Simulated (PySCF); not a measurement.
PySCF input file for W(O)2(OH) (HO3W), SMILES [O]=[W](=[O])[OH] (connectivity only; charge and spin as stated), neutral, multiplicity 2, TDA-CAM-B3LYP/def2-SVPD. Geometry optimised at PBE0-D3(BJ)/def2-SVP. A frequency run showed that this geometry is not a minimum. The spin state was assumed, not searched. The isomer is the one that the SMILES or the coordinates give; other isomers of the formula were not compared. The def2 effective core potentials stand for the cores of W; spin–orbit coupling is left out. One conformer was computed; it need not be the lowest.

```python
import numpy as np
from pyscf import gto, scf, dft, tdscf

mol = gto.M(
    atom='''
    W     0.00000000    0.00000000    0.02479513
    O     0.00000000    1.41563914    0.98529292
    O     0.00000000   -1.41563913    0.98529293
    O     0.00000000   -0.00000001   -1.84915374
    H     0.00000000   -0.00000001   -2.80629673
    ''',
    basis='def2-SVPD',
    ecp={'W': 'def2-svp'},
    charge=0,
    spin=1,
    max_memory=1600,
    verbose=4,
)
mf = dft.UKS(mol, xc='cam-b3lyp').density_fit(auxbasis='def2-universal-jkfit')
mf.grids.level = 3
mf.conv_tol = 1e-9
mf.max_cycle = 100
mf.kernel()
fine, coarse = mf.grids, dft.Grids(mol).set(level=1).build(with_non0tab=True)
for _ in range(3):  # follow internal instabilities
    mf.grids = coarse
    mo, _, stable, _ = mf.stability(return_status=True, nroots=4)
    mf.grids = fine
    if stable:
        break
    mf.kernel(mf.make_rdm1(mo, mf.mo_occ))
mf.grids = dft.Grids(mol).set(level=1).build(with_non0tab=True)  # coarser grid for the response kernel
td = tdscf.TDA(mf)
td.nstates = 10
td.conv_tol = 1e-4
td.kernel(x0=td.get_init_guess(mf, 15))
td.analyze(verbose=3)
```

It prints:

```
PySCF version 2.14.0

[INPUT] verbose = 4
[INPUT] num. atoms = 5
[INPUT] num. electrons = 39
[INPUT] charge = 0
[INPUT] spin (= nelec alpha-beta = 2S) = 1
[INPUT] symmetry False subgroup None
[INPUT] Mole.unit = angstrom
[INPUT] Symbol           X                Y                Z      unit          X                Y                Z       unit  Magmom
[INPUT]  1 W      0.000000000000   0.000000000000   0.024795130000 AA    0.000000000000   0.000000000000   0.046856004923 Bohr   0.0
[INPUT]  2 O      0.000000000000   1.415639140000   0.985292920000 AA    0.000000000000   2.675170265815   1.861933771273 Bohr   0.0
[INPUT]  3 O      0.000000000000  -1.415639130000   0.985292930000 AA    0.000000000000  -2.675170246918   1.861933790170 Bohr   0.0
[INPUT]  4 O      0.000000000000  -0.000000010000  -1.849153740000 AA    0.000000000000  -0.000000018897  -3.494394130815 Bohr   0.0
[INPUT]  5 H      0.000000000000  -0.000000010000  -2.806296730000 AA    0.000000000000  -0.000000018897  -5.303132243963 Bohr   0.0

nuclear repulsion = 143.389404451098
number of shells = 44
number of NR pGTOs = 169
number of NR cGTOs = 112
basis = def2-SVPD
ecp = {'W': 'def2-svp'}


[settings echo left out]
init E= -280.464177956466
  alpha nocc = 20  HOMO = -0.370133626686165  LUMO = -0.331143011550444
  beta  nocc = 19  HOMO = -0.651913231045619  LUMO = -0.370133626686179

WARN: HOMO -0.370133626686165 >= LUMO -0.370133626686179

cycle= 1 E= -292.708347533031  delta_E= -12.2  |g|=  1.1  |ddm|= 5.28
  alpha nocc = 20  HOMO = -0.151221312720129  LUMO = -0.0731618262550917
  beta  nocc = 19  HOMO = -0.160101168808678  LUMO = -0.150526761709771

WARN: HOMO -0.151221312720129 >= LUMO -0.150526761709771

cycle= 2 E= -289.279646196684  delta_E= 3.43  |g|= 3.03  |ddm|= 3.09
  alpha nocc = 20  HOMO = -0.273814358627067  LUMO = 0.0146011950394154
  beta  nocc = 19  HOMO = -0.318081838051842  LUMO = -0.105698970978366
  HOMO = -0.273814358627  LUMO = -0.105698970978  gap/eV = 4.57465
cycle= 3 E= -293.106480300071  delta_E= -3.83  |g|= 0.432  |ddm|= 2.63
  alpha nocc = 20  HOMO = -0.328435990663813  LUMO = -0.053416254421812
  beta  nocc = 19  HOMO = -0.34779116700739  LUMO = -0.133001948228596
  HOMO = -0.328435990664  LUMO = -0.133001948229  gap/eV = 5.31803
cycle= 4 E= -293.172243094799  delta_E= -0.0658  |g|= 0.174  |ddm|= 0.404
  alpha nocc = 20  HOMO = -0.346512252503  LUMO = -0.0560003276926082
  beta  nocc = 19  HOMO = -0.387128476951638  LUMO = -0.124986994830785
  HOMO = -0.346512252503  LUMO = -0.124986994831  gap/eV = 6.02801
cycle= 5 E= -293.182626422213  delta_E= -0.0104  |g|= 0.041  |ddm|= 0.137
  alpha nocc = 20  HOMO = -0.336561005675758  LUMO = -0.042798712418211
  beta  nocc = 19  HOMO = -0.381405178373885  LUMO = -0.109272941361638
  HOMO = -0.336561005676  LUMO = -0.109272941362  gap/eV = 6.18482
cycle= 6 E= -293.183426509502  delta_E= -0.0008  |g|= 0.00754  |ddm|= 0.0536
  alpha nocc = 20  HOMO = -0.336913977418185  LUMO = -0.0425257896136699
  beta  nocc = 19  HOMO = -0.384190023116791  LUMO = -0.108737719554938
  HOMO = -0.336913977418  LUMO = -0.108737719555  gap/eV = 6.20899
cycle= 7 E= -293.183495098222  delta_E= -6.86e-05  |g|= 0.00303  |ddm|= 0.0148
  alpha nocc = 20  HOMO = -0.336753978693256  LUMO = -0.0421299654482645
  beta  nocc = 19  HOMO = -0.384809195195732  LUMO = -0.108501076508798
  HOMO = -0.336753978693  LUMO = -0.108501076509  gap/eV = 6.21108
cycle= 8 E= -293.183521535439  delta_E= -2.64e-05  |g|= 0.00162  |ddm|= 0.00903
  alpha nocc = 20  HOMO = -0.336842699673678  LUMO = -0.0420159727693701
  beta  nocc = 19  HOMO = -0.385211627582521  LUMO = -0.108487414004021
  HOMO = -0.336842699674  LUMO = -0.108487414004  gap/eV = 6.21386
cycle= 9 E= -293.183531829986  delta_E= -1.03e-05  |g|= 0.000803  |ddm|= 0.00637
  alpha nocc = 20  HOMO = -0.336863900027325  LUMO = -0.0418691289702586
  beta  nocc = 19  HOMO = -0.385294243803745  LUMO = -0.10840230846344
  HOMO = -0.336863900027  LUMO = -0.108402308463  gap/eV = 6.21676
cycle= 10 E= -293.183534802786  delta_E= -2.97e-06  |g|= 0.000257  |ddm|= 0.00419
  alpha nocc = 20  HOMO = -0.336888274149075  LUMO = -0.041847027660971
  beta  nocc = 19  HOMO = -0.38533020561977  LUMO = -0.108374327009276
  HOMO = -0.336888274149  LUMO = -0.108374327009  gap/eV = 6.21818
cycle= 11 E= -293.183535093553  delta_E= -2.91e-07  |g|= 0.000113  |ddm|= 0.00132
  alpha nocc = 20  HOMO = -0.336900300515062  LUMO = -0.0418407475623752
  beta  nocc = 19  HOMO = -0.385306431434778  LUMO = -0.108367435786448
  HOMO = -0.336900300515  LUMO = -0.108367435786  gap/eV = 6.21870
cycle= 12 E= -293.183535131911  delta_E= -3.84e-08  |g|= 3.83e-05  |ddm|= 0.000526
  alpha nocc = 20  HOMO = -0.336898349592754  LUMO = -0.0418352514671767
  beta  nocc = 19  HOMO = -0.385309961111879  LUMO = -0.108360125419505
  HOMO = -0.336898349593  LUMO = -0.10836012542  gap/eV = 6.21884
cycle= 13 E= -293.183535134378  delta_E= -2.47e-09  |g|= 1.01e-05  |ddm|= 0.000123
  alpha nocc = 20  HOMO = -0.336899453104184  LUMO = -0.0418368661388442
  beta  nocc = 19  HOMO = -0.385310200223465  LUMO = -0.108361170068054
  HOMO = -0.336899453104  LUMO = -0.108361170068  gap/eV = 6.21884
cycle= 14 E= -293.18353513458  delta_E= -2.01e-10  |g|= 8.14e-06  |ddm|= 3.23e-05
  alpha nocc = 20  HOMO = -0.336898196669271  LUMO = -0.041835780625366
  beta  nocc = 19  HOMO = -0.385310522050837  LUMO = -0.108360201476589
  HOMO = -0.336898196669  LUMO = -0.108360201477  gap/eV = 6.21884
Extra cycle  E= -293.183535134512  delta_E= 6.8e-11  |g|= 1.72e-05  |ddm|= 1.87e-05
converged SCF energy = -293.183535134512  <S^2> = 0.75676648  2S+1 = 2.0067551
tot grids = 26952
uhf_internal: lowest eigs of H = [0.17886317 0.23012192 0.24530593 0.24640968]
<class 'pyscf.df.df_jk.DFUKS'> wavefunction is stable in the internal stability analysis
tot grids = 26952


******** <class 'pyscf.tdscf.uks.TDA'> for <class 'pyscf.df.df_jk.DFUKS'> ********
nstates = 10
deg_eia_thresh = 1.000e-03
wfnsym = None
conv_tol = 0.0001
eigh lindep = 1e-12
eigh level_shift = 0
eigh max_cycle = 100


Excitation energies (eV)
[2.56476847 3.29023677 3.35909527 4.19067774 4.29083215 4.4325886
 4.59251763 4.68522509 4.92458535 4.94976086]

** Excitation energies and oscillator strengths **
Excited State   1:      2.56477 eV    483.41 nm  f=0.0031
Excited State   2:      3.29024 eV    376.82 nm  f=0.0000
Excited State   3:      3.35910 eV    369.10 nm  f=0.0006
Excited State   4:      4.19068 eV    295.86 nm  f=0.0021
Excited State   5:      4.29083 eV    288.95 nm  f=0.0080
Excited State   6:      4.43259 eV    279.71 nm  f=0.0000
Excited State   7:      4.59252 eV    269.97 nm  f=0.0002
Excited State   8:      4.68523 eV    264.63 nm  f=0.0014
Excited State   9:      4.92459 eV    251.77 nm  f=0.0000
Excited State  10:      4.94976 eV    250.49 nm  f=0.0018
```

Self-consistency was reached.
